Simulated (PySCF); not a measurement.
Isomers of C3H13NSi2, from PBE0-D3(BJ)/def2-SVP geometry optimisation, gas phase (PySCF). One conformer each, no zero-point energy, no frequencies.

Question: Which is lower in electronic energy at this level?
A. `[CH3:1][NH:2][SiH2:3][CH2:4][CH2:5][SiH3:6]` with C1–N2–Si3–C4 165°, N2–Si3–C4–C5 -179°, Si3–C4–C5–Si6 -179°: A = 9881, B = 651.1, C = 628.8 MHz, dipole 1.31 D
B. `[CH3:1][CH:2]([CH3:3])[N:4]([SiH3:5])[SiH3:6]` with C1–C2–N4–Si5 133°: A = 2338, B = 1831, C = 1326 MHz, dipole 1.13 D

Answer: B. That is `CC(C)N([SiH3])[SiH3]`, 9.6 kcal/mol below the other.

| SMILES | mapped SMILES | E (Eh) | relative (kcal/mol) | relative (kJ/mol) | dipole (D) |
| --- | --- | --- | --- | --- | --- |
| CC(C)N([SiH3])[SiH3] | [CH3:1][CH:2]([CH3:3])[N:4]([SiH3:5])[SiH3:6] | -755.14863 | 0.0 | 0.0 | 1.13 |
| CN[SiH2]CC[SiH3] | [CH3:1][NH:2][SiH2:3][CH2:4][CH2:5][SiH3:6] | -755.13340 | 9.6 | 40.0 | 1.31 |

As drawn, the higher has an N–H bond and an Si–C bond, which the lower lacks.
